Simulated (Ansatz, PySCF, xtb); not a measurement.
Torsion O1–Si2–S3–H5 in H2OSSi (SMILES O[Si]S); at each angle all else is relaxed with GFN2-xTB, and the levels are single points there.
Geometry at 180° (charge 0, multiplicity 1):
```xyz
5

O     -1.09836     0.25853    -0.12766
Si    -0.15866    -0.96923    -0.64183
S      1.43910    -0.62692     0.80618
H     -1.94384     0.49896    -0.49120
H      2.17993    -1.63489     0.36252
```
Energies count from the point at 180°.

Correlated levels freeze the cores. CBS(a, b) extrapolates the correlation energy as X⁻³ and adds the Hartree–Fock energy of set b. Rows in LANL2DZ carry no dispersion term and start afresh at each structure. LANL2DZ brings its own core potentials from Na on.

Run with Ansatz (Gaussian orbitals); PySCF for LANL2DZ rows, M06-2X, the dispersion terms; xtb for the GFN methods. Each number belongs to the level named beside it.

Energies in kJ/mol.

```
dihedral (°)  GFN2-xTB  r2SCAN/def2-TZVPP  r2SCAN-D3(BJ)/def2-TZVPP  B3LYP/LANL2DZ  M06-2X/def2-TZVPP  MP2/CBS(cc-pV(T+d)Z, cc-pV(Q+d)Z) + ΔCCSD(T)/cc-pV(T+d)Z
------------  --------  -----------------  ------------------------  -------------  -----------------  --------------------------------------------------------
0                 -2.3                4.7                       4.6           -4.4                3.9                                                       4.4
30                 1.6               14.2                      14.2            6.5               13.0                                                      13.2
60                 9.2               34.6                      34.6           29.9               32.3                                                      31.8
90                12.8               45.4                      45.4           43.9               42.4                                                      41.3
120                9.4               32.4                      32.4           32.3               30.7                                                      29.9
150                3.0               10.1                      10.1           10.2                9.7                                                       9.5
180                0.0                0.0                       0.0            0.0                0.0                                                       0.0
210                3.0               10.1                      10.1           10.2                9.7                                                       9.4
240                9.4               32.4                      32.4           32.3               30.7                                                      29.9
270               12.8               45.4                      45.4           43.9               42.4                                                      41.3
300                9.2               34.6                      34.6           29.9               32.3                                                      31.8
330                1.6               14.2                      14.2            6.4               13.0                                                      13.2
```

Ansatz is a program for electronic structure.
